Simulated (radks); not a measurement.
Results of a calculation; reference values are marked as such.
All-electron atom: Ga III in [Ar] 3d10 4s1. Level of theory: Dirac Kohn-Sham, PBEsol, spin-unpolarised, spherical densities, point nucleus (a radial shooting solver on a logarithmic mesh with Libxc functionals).

Normalised radial functions P(r) = r R(r) (large component), r in bohr:

```
   r/bohr * 3d5/2 (the largest magnitude, 1.09, reaches the edge; | marks zero)
 0.001624 *
 0.002132 *
 0.002798 *
 0.003673 *
 0.004821 *
 0.006328 *
  0.00824 *
  0.01082 *
   0.0142 *
  0.01863 *
  0.02446 *
  0.03211 *
  0.04214 |*
  0.05531 | *
   0.0726 |   *
   0.0953 |      *
   0.1241 |          *
   0.1629 |                 *
   0.2138 |                           *
   0.2806 |                                      *
   0.3683 |                                                *
   0.4835 |                                                      *
   0.6346 |                                                     *
    0.833 |                                              *
    1.093 |                                   *
    1.435 |                       *
    1.884 |            *
    2.453 |     *
     3.22 | *
    4.226 *
    5.547 *
    7.281 *
```

3d5/2: eigenvalue -39.196 eV, 0 radial nodes, <r> = 0.800 bohr, 90 % of the charge inside 1.37 bohr.
